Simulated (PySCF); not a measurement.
# Predicted spectroscopic data

[PySCF 2.14: NMR shieldings at PBE0/pcSseg-1/GIAO; J couplings at B3LYP/pcJ-1 (spin–dipole term left out of most H,H and C,H couplings); GFN2-xTB geometry; one averaged value for each set of equivalent atoms; a single conformation; no solvent model; no relativistic terms]

Referencing at the same level of theory: 1H, 13C vs TMS. Multiplet labels drop J under 1 Hz and among equivalent protons, and merge close values. Unscaled 3J(H,H) run several per cent high. Where no couplings were computed, multiplicities follow the n + 1 count of equivalent neighbours, and m marks all less simple cases (inequivalent or close neighbours, rings, F or P nearby). One-bond C–F couplings are unscaled and too large by tens of Hz. Shifts are as computed. Against solution values, carbons near 30 ppm lie about +3 ppm off and those near 130 ppm about +5 ppm. Of 1211 compounds with measured shifts, 218 miss one by over three times the rms of a fit or turn the order of signals round; such compounds aren't used in these exercises. Across acyclic CH2–CH2 and CH–CH2 bonds, 3J(H,H) assumes equally populated rotamers.

**1.** SMILES C(CC#N)C(=O)F, C₄H₄FNO. 1H NMR (500 MHz, computed): δ 2.80 (td, J = 7.1, 5.8 Hz, 2H), 2.54 (td, J = 7.1, 1.4 Hz, 2H). 13C{1H} NMR (computed): δ 171.2 (d, J = 418.9 Hz), 122.4, 32.9 (d, J = 56.8 Hz), 13.4 (d, J = 2.4 Hz).

**2.** `C=C[C@@H]1CC=NCC1`, C₇H₁₁N. 1H NMR (500 MHz, computed): δ 7.98 (m, 1H), 5.88 (m, 1H), 5.39 (m, 1H), 5.22 (m, 1H), 4.30 (m, 1H), 3.83 (m, 1H), 2.06 (m, 1H), 1.99 (m, 1H), 1.79 (m, 1H), 1.50 (m, 1H), 1.32 (m, 1H). 13C{1H} NMR (computed): δ 164.9 (CH), 152.7 (CH), 120.0 (CH2), 53.5 (CH2), 41.9 (CH), 38.6 (CH2), 32.5 (CH2).
